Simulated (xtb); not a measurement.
C3H7O, charge -1, singlet, from a rough starting geometry; GFN2-xTB run with xtb 6.7.1.

Here is a job for xtb.
```
$ xtb mol.xyz --gfn 2 --chrg -1 --opt vtight --json

# file mol.xyz
11

O     -0.01654104    -0.76419908     0.11179278
C     -0.02659309     0.60720208     0.10199949
C      1.29844957    -1.30879049     0.08913200
C     -1.42991532     1.08170395     0.05080508
H      0.57341063     1.01788329    -0.81245293
H      1.25644982    -2.37859902     0.06134652
H      1.87233855    -0.96041757    -0.75898274
H      1.84909258    -1.04141650     0.97075535
H     -1.94943455     0.74680278    -0.83054670
H     -1.92086548     0.73093086     0.99140748
H     -1.50826345     2.16613648     0.08219833
```

The log (banner, timings and long lists left out):

```
   ID    Z sym.   atoms
    1    8 O      1
    2    6 C      2-4
    3    1 H      5-11

           -------------------------------------------------
          |                Calculation Setup                |
           -------------------------------------------------

           -------------------------------------------------
          |                 G F N 2 - x T B                 |
           -------------------------------------------------

          ...................................................
          :                      SETUP                      :
          :.................................................:
          :  # basis functions                  23          :
          :  # atomic orbitals                  23          :
          :  # shells                           15          :
          :  # electrons                        26          :
          :  max. iterations                   250          :
          :  Hamiltonian                  GFN2-xTB          :
          :  restarted?                      false          :
          :  GBSA solvation                  false          :
          :  PC potential                    false          :
          :  electronic temp.          300.0000000     K    :
          :  accuracy                    1.0000000          :
          :  -> integral cutoff          0.2500000E+02      :
          :  -> integral neglect         0.1000000E-07      :
          :  -> SCF convergence          0.1000000E-05 Eh   :
          :  -> wf. convergence          0.1000000E-03 e    :
          :  Broyden damping             0.4000000          :
          :  net charge                         -1          :
          :  unpaired electrons                  0          :
          ...................................................

 iter      E             dE          RMSdq      gap      omega  full diag
   1    -14.1632694 -0.141633E+02  0.516E+00    8.90       0.0  T
   2    -14.2605209 -0.972515E-01  0.256E+00    7.24       1.0  T
   3    -14.2612615 -0.740582E-03  0.131E+00    7.26       1.0  T
   4    -14.2614817 -0.220258E-03  0.149E-01    7.14       1.0  T
   5    -14.2614885 -0.678554E-05  0.669E-02    7.15       1.0  T
   6    -14.2614900 -0.147121E-05  0.105E-02    7.16       2.9  T
   7    -14.2614901 -0.850889E-07  0.454E-03    7.16       6.6  T
   8    -14.2614901 -0.193192E-07  0.112E-03    7.16      26.8  T
   9    -14.2614901 -0.100788E-08  0.410E-04    7.16      73.5  T
  10    -14.2614901 -0.157051E-09  0.135E-04    7.16     223.1  T

   *** convergence criteria satisfied after 10 iterations ***

         :::::::::::::::::::::::::::::::::::::::::::::::::::::
         ::                     SUMMARY                     ::
         :::::::::::::::::::::::::::::::::::::::::::::::::::::
         :: total energy             -14.111013017307 Eh    ::
         :: gradient norm              0.171370331692 Eh/a0 ::
         :: HOMO-LUMO gap              7.156246361058 eV    ::
         ::.................................................::
         :: SCC energy               -14.261489024958 Eh    ::
         :: -> isotropic ES            0.158169815239 Eh    ::
         :: -> anisotropic ES          0.003912700836 Eh    ::
         :: -> anisotropic XC          0.000178983110 Eh    ::
         :: -> dispersion             -0.005984740504 Eh    ::
         :: repulsion energy           0.150476007651 Eh    ::
         :: add. restraining           0.000000000000 Eh    ::
         :: total charge              -1.000000000000 e     ::
         :::::::::::::::::::::::::::::::::::::::::::::::::::::

      -----------------------------------------------------------
     |                   =====================                   |
     |                        A N C O P T                        |
     |                   =====================                   |
     |               Approximate Normal Coordinate               |
[...]
 * total energy  :   -14.1379730 Eh     change       -0.4623068E-06 Eh
 * total energy  :   -14.1379733 Eh     change       -0.2801343E-06 Eh
 * total energy  :   -14.1379735 Eh     change       -0.1900858E-06 Eh
 * total energy  :   -14.1379737 Eh     change       -0.1722731E-06 Eh
 * total energy  :   -14.1379739 Eh     change       -0.1791461E-06 Eh
 * total energy  :   -14.1379740 Eh     change       -0.1720585E-06 Eh
 * total energy  :   -14.1379742 Eh     change       -0.1431883E-06 Eh
 * total energy  :   -14.1379743 Eh     change       -0.1217752E-06 Eh
 * total energy  :   -14.1379744 Eh     change       -0.1237371E-06 Eh
 * total energy  :   -14.1379746 Eh     change       -0.1353705E-06 Eh
 * total energy  :   -14.1379747 Eh     change       -0.1226344E-06 Eh
 * total energy  :   -14.1379748 Eh     change       -0.7454459E-07 Eh
   *** GEOMETRY OPTIMIZATION CONVERGED AFTER 66 ITERATIONS ***
         :: total energy             -14.137974761550 Eh    ::
[...]
        10        2.0000           -0.2160710              -5.8796
        11        2.0000           -0.2037025              -5.5430
        12        2.0000           -0.1542417              -4.1971
        13        2.0000           -0.0543709              -1.4795 (HOMO)
        14                          0.2296511               6.2491 (LUMO)
        15                          0.3058361               8.3222
        16                          0.3345353               9.1032
        17                          0.3478201               9.4647
        18                          0.3627884               9.8720
        19                          0.3720379              10.1237
        20                          0.3948179              10.7435
        21                          0.4145833              11.2814
        22                          0.4318800              11.7521
        23                          0.4620829              12.5739
      -------------------------------------------------------------
                  HL-Gap            0.2840220 Eh            7.7286 eV
             Fermi-level            0.0876401 Eh            2.3848 eV

     #   Z          covCN         q      C6AA      α(0)
     1   8 O        1.675    -0.436    21.560     6.269
     2   6 C        2.732    -0.210    33.564     9.485
     3   6 C        3.638     0.108    19.157     6.296
     4   6 C        3.742    -0.040    21.368     6.595
     5   1 H        0.917    -0.133     6.892     4.106
     6   1 H        0.923    -0.039     3.826     3.059
     7   1 H        0.922    -0.026     3.557     2.949
     8   1 H        0.922    -0.037     3.788     3.044
     9   1 H        0.921    -0.071     4.633     3.366
    10   1 H        0.923    -0.056     4.239     3.220
    11   1 H        0.924    -0.059     4.314     3.248

 Mol. C6AA /au·bohr⁶  :       1159.606471
 Mol. C8AA /au·bohr⁸  :      22849.245716
 Mol. α(0) /au        :         51.636780

Wiberg/Mayer (AO) data.
largest (>0.10) Wiberg bond orders for each atom

 ---------------------------------------------------------------------------
     #   Z sym  total        # sym  WBO       # sym  WBO       # sym  WBO
 ---------------------------------------------------------------------------
     1   8 O    1.954 --     3 C    1.064     2 C    0.806
     2   6 C    2.816 --     4 C    0.993     5 H    0.961     1 O    0.806
     3   6 C    3.989 --     1 O    1.064     6 H    0.974     7 H    0.968
                             8 H    0.967
     4   6 C    3.947 --     2 C    0.993    11 H    0.985    10 H    0.985
                             9 H    0.969
     5   1 H    0.982 --     2 C    0.961
     6   1 H    0.999 --     3 C    0.974
     7   1 H    0.999 --     3 C    0.968
     8   1 H    0.999 --     3 C    0.967
     9   1 H    0.995 --     4 C    0.969
    10   1 H    0.997 --     4 C    0.985
    11   1 H    0.997 --     4 C    0.985
 ---------------------------------------------------------------------------

Topologies differ in total number of bonds
Writing topology from bond orders to xtbtopo.mol

molecular dipole:
                 x           y           z       tot (Debye)
 q only:        0.226      -0.511       1.057
   full:       -0.266      -0.831       1.050       3.469
molecular quadrupole (traceless):
                xx          xy          yy          xz          yz          zz
 q only:        0.743       2.258      -0.835       1.148       0.376       0.092
  q+dip:        1.501       0.442      -2.107       1.168      -0.056       0.606
   full:        1.075      -0.045      -1.529       1.157      -0.279       0.454

optimized geometry written to: xtbopt.xyz

           -------------------------------------------------
          | TOTAL ENERGY              -14.137974761550 Eh   |
          | GRADIENT NORM               0.000016028276 Eh/α |
          | HOMO-LUMO GAP               7.728630804489 eV   |
           -------------------------------------------------
```
